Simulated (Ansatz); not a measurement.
```yaml
crystal:
  periodic: [false, false, false]
  atoms:
    - {symbol: C, position_ang: [-1.204867, 1.530768, 0.558547]}
    - {symbol: Sb, position_ang: [-0.031282, 0.740504, -1.066749]}
    - {symbol: S, position_ang: [-0.200941, -1.589118, -0.358488]}
    - {symbol: Al, position_ang: [1.888556, -2.006961, 0.054612]}
    - {symbol: H, position_ang: [-0.582839, 1.571527, 1.452391]}
    - {symbol: H, position_ang: [-1.534657, 2.539123, 0.302367]}
    - {symbol: H, position_ang: [-2.067815, 0.892026, 0.737750]}
    - {symbol: H, position_ang: [-1.393608, 0.594649, -2.097796]}
    - {symbol: H, position_ang: [2.246435, -3.465795, 0.547886]}
    - {symbol: H, position_ang: [2.964018, -0.857921, -0.127620]}
basis:
  gaussian: {orbitals: def2-TZVPP}
magnetization: {spin_polarized: true, initial_magnetization: 6}
hamiltonian: {xc: {name: PBEsol}, dispersion: d4}
output: {forces: true}
```

```sh
$ ansatz run in.yaml --threads 4 --pin off --events-out ev --progress --plain --max-ram 10444MiB
```

Shortened log:

```
Functional definition: PBEsol
1470 factors; their error is unknown
mean field evaluation 1: about -25027.4513 eV, gradient 5.0e1 eV
mean field evaluation 2: about -24929.7112 eV, gradient 1.1e2 eV
mean field evaluation 4: about -25008.8444 eV, gradient 5.3e1 eV
mean field evaluation 8: about -25041.0901 eV, gradient 1.0e-1 eV
mean field evaluation 16: about -25041.0670 eV, gradient 2.4e-5 eV
mean field -25041.06697902 eV, -920.2422380340 hartree, gradient 1.6e-5 eV, S^2 12.006493; 10 other end points of the search recorded, 0 dependent functions left out
reference -25041.06703739 eV, -920.2422401794 hartree; 35, 29 occupied and 214, 220 virtual orbitals, 1470 factors
Total energy: -25041.16124541 eV, -920.2457022602 hartree
Atom 0 at    -1.204867     1.530768     0.558547 Å, force    -0.900009     0.601076     1.072385 eV/Å
Atom 1 at    -0.031282     0.740504    -1.066749 Å, force     3.118877     2.951859    -1.001939 eV/Å
Atom 2 at    -0.200941    -1.589118    -0.358488 Å, force    -1.496401    -2.791959     0.757841 eV/Å
Atom 3 at     1.888556    -2.006961     0.054612 Å, force     0.030560    -0.128660     0.041533 eV/Å
Atom 4 at    -0.582839     1.571527     1.452391 Å, force     0.365125    -0.136075     0.106748 eV/Å
Atom 5 at    -1.534657     2.539123     0.302367 Å, force     0.008022     0.262981    -0.383133 eV/Å
Atom 6 at    -2.067815     0.892026     0.737750 Å, force    -0.448775    -0.492006    -0.063504 eV/Å
Atom 7 at    -1.393608     0.594649    -2.097796 Å, force    -1.781016    -0.099814    -0.739590 eV/Å
Atom 8 at     2.246435    -3.465795     0.547886 Å, force     0.443685    -0.615734     0.236277 eV/Å
Atom 9 at     2.964018    -0.857921    -0.127620 Å, force     0.659932     0.448333    -0.026618 eV/Å
Dipole moment:    -0.176080    -0.052820     0.230424 e Å
```

In this input the spin is set far too high for this molecule. The run converged. The result belongs to that input, not to the molecule as meant.
